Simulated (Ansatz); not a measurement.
Z-matrix (Å, degrees):
```
Ge
C 1 1.924
H 1 1.538 2 107.8
H 1 1.538 2 111.6 3 119.7
H 1 1.540 2 111.8 3 -119.1
C 2 1.331 1 123.1 3 -170.7
H 2 1.083 1 119.6 3 8.0
F 6 1.341 2 120.3 1 -3.0
N 6 1.368 2 130.0 1 173.6
H 9 1.006 6 115.2 2 15.3
H 9 1.008 6 115.0 2 150.9
```

The species carries charge 0 and has multiplicity 1.

**Question.** List the r2SCAN/def2-TZVPP orbital energies in eV (Ansatz). (An estimate is asked.)

**Answer.** The calculation gave: Occupied: -10833.74, -1348.84, -1198.89, -1198.88, -1198.88, -666.91, -386.18, -276.38, -272.55, -167.02, -116.72, -116.71, -116.70, -32.73, -30.02, -30.01, -30.00, -29.93, -29.93, -24.57, -19.51, -15.98, -14.43, -13.74, -13.16, -12.06, -11.64, -9.89, -8.74, -8.36, -8.19, -8.14, -5.51. Lowest empty: -0.19, 0.71, 1.07, 1.40, 1.56, 2.26, 2.45, 3.42.
